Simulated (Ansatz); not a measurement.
Consider the substitution at a C–O bond: `CC(=O)[O][GeH3]` + `OBF` → `CC(=O)OBF` + `[OH][GeH3]`.

Computed with Ansatz on PBE0-D4/def2-TZVP structures; ΔE is electronic, products minus reactants. CCSD(T)/CBS adds triple-zeta CCSD(T) − MP2 to the extrapolated MP2 energy (def2 sets, frozen cores). This one scheme is used for every species. DFT in def2-TZVPP. For Ge outer-core shells are correlated without core-valence functions, which leaves a few kJ/mol of doubt a bond. Scalar relativity is left out up to krypton. Each species was taken in one conformer, which may not be the lowest.

| species | r2SCANh-D4 energy (Eh) |
| --- | --- |
| `CC(=O)[O][GeH3]` | -2307.25544 |
| `OBF` | -201.21149 |
| `CC(=O)OBF` | -353.83207 |
| `[OH][GeH3]` | -2154.61453 |

Question: Work out ΔE.

Answer: ΔE = (-353.83207) + (-2154.61453) − (-2307.25544) − (-201.21149) = 0.02033 Eh = +0.55 eV. CCSD(T)/CBS gives +0.54 eV.

Largest T1 diagnostic among the species: 0.015.

In def2-TZVPP, CCSD(T) changes the Hartree–Fock value by +0.09 eV (the triples alone add +0.02 eV) and MP2 by +0.11 eV. At CCSD(T), def2-SVP lies +0.09 eV from the extrapolated value and def2-TZVPP +0.01 eV. The D4 term adds +0.03 eV with B3LYP and +0.02 eV with PBE0; it sums over pairs of atoms, weighted by their polarisabilities, and B3LYP, whose exchange is more repulsive, gets the larger term.

B3LYP here is the variant with VWN-RPA as its local correlation; programs differ in this.
